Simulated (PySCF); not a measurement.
**Te²⁺: ionisation energy**

Te²⁺ [Kr] 4d10 5s2 5p2 (3P) → Te³⁺ [Kr] 4d10 5s2 5p1 (2P), as a difference of total energies. Calculation: PySCF 2.14, in ANO-RCC-VTZP (7s6p4d2f1g, 68 functions); scalar relativity by spin-free X2C-1e. Correlated levels: valence and next inner shell: [Ar] 3d10 frozen. The calculations carry no spin-orbit coupling.

**Question.** Order these methods by the ionisation energy they give, lowest first.
A. CCSD (valence and next inner shell)
B. SCS-MP2 (valence and next inner shell)
C. UHF
D. CCSD(T) (valence and next inner shell)

**Answer.** C (27.071 eV), B (27.509 eV), A (27.583 eV), D (27.608 eV).

A first-order spin-orbit estimate (lowest level to lowest level, LS coupling) adds -0.084 eV.

Errors of the correlated levels include the incompleteness of this basis and the frozen core.

For comparison: 27.84 ± 0.04 eV (measured; NIST Atomic Spectra Database, ionization energies).
